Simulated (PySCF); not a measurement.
BaCl, SMILES [Cl][Ba+], charge +1.

The structure is a stationary point at B3LYP-D3(BJ)/def2-TZVPD. The multiplicity is an assumed one; other spin states were not compared. The def2 effective core potentials stand for the cores of Ba; spin–orbit coupling is left out.

Two levels are set side by side: TDA-PBE/def2-TZVPD (PySCF) and TDA-ωB97X/def2-TZVPD (PySCF). Vertical, same geometry. The lowest singlet is HOMO−1→LUMO 100 % with PBE and HOMO−1→LUMO 84 %, HOMO−1→LUMO+5 13 % with the other functional; states are paired by order. Differences are taken from unrounded values.

```csv
quantity,TDA-ωB97X
lowest singlet excitation (eV),5.86
lowest triplet excitation (TDA) (eV),5.89
```

Q: What does TDA-PBE give, and how far is it from TDA-ωB97X? (The exact figures need the calculation; the answer reports its results.)

A: 
| quantity | TDA-PBE | TDA-PBE minus TDA-ωB97X |
|---|---|---|
| lowest singlet excitation (eV) | 4.21 | -1.65 |
| lowest triplet excitation (TDA) (eV) | 4.17 | -1.72 |

A lower first singlet is the usual sign of a functional without exact exchange. Differences between two approximate levels are no errors against the true value.

Rough cost on one machine, each run with all the roots and properties that it gave: TDA-ωB97X against TDA-PBE about 5 times.
